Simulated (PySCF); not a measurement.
Tl (thallium, neutral) across methods

[Xe] 4f14 5d10 6s2 7s1, 2S determinant (an excited configuration). Computed with PySCF 2.14 in aug-cc-pVTZ-PP with one added diffuse shell each of d, f type with ECP60MDF (6s5p5d3f, 67 functions), with a scalar-relativistic core potential.

```tsv
method	E (hartree)	mean ε 6s α (eV)	mean ε 6s β (eV)	mean ε 7s α (eV)	Σ⟨r²⟩ (bohr²)	⟨S²⟩
B97-3	-172.4401	-13.029	-13.013	-1.957	103.5	0.750
LDA	-172.1607	-12.593	-12.545	-1.744	101.7	0.750
PBE0	-172.4055	-13.146	-13.074	-2.060	104.2	0.750
B3LYP	-172.4710	-13.024	-12.983	-1.906	102.9	0.750
PBE	-172.4442	-12.251	-12.199	-1.785	103.8	0.750
UHF	-171.42576	-14.853	-14.689	-2.575	106.0	0.750
BHandHLYP	-172.2813	-13.921	-13.845	-2.114	103.5	0.750
CAM-B3LYP	-172.3636	-14.452	-14.394	-2.364	102.9	0.750
r2SCAN	-172.4813	-12.402	-12.447	-1.741	103.4	0.750
```

Energies and moments cover only the electrons outside the core potential. Spin-orbit coupling, which splits the p, d and f shells strongly at this Z, is absent. The outer electron is Rydberg-like, and this basis confines it to a smaller radius and binds it less than a complete one would.
